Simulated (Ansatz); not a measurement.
Mulliken charges of `FC(I)CI` from ωB97M-V/def2-TZVPP in Ansatz (PBE0-D4/def2-TZVP geometry).

```csv
atom,x (Å),y (Å),z (Å),charge (e)
F1,-0.641,-0.242,1.605,-0.168
C2,0.313,-0.055,0.665,0.017
I3,1.662,-1.757,0.698,-0.043
C4,-0.273,0.047,-0.705,-0.339
I5,-1.487,1.812,-0.878,-0.019
H6,0.932,0.796,0.944,0.173
H7,0.505,0.141,-1.457,0.187
H8,-0.918,-0.799,-0.928,0.192
```

By hand: the dipole of these point charges (1 e Å = 4.8032 D).

Σ q r = (0.242, 0.076, -0.320) e Å, of length 0.408 e Å = 1.96 D.

How does the dipole of the full density compare? (An estimate is asked.)

Ansatz gave: (0.167, 0.021, -0.211) e Å, 1.30 D; the point charges give 1.51 times that, at 6° from its direction.

Point charges leave out the atoms' own dipoles, such as those of lone pairs, and Mulliken's split depends on the basis, so the two needn't agree.
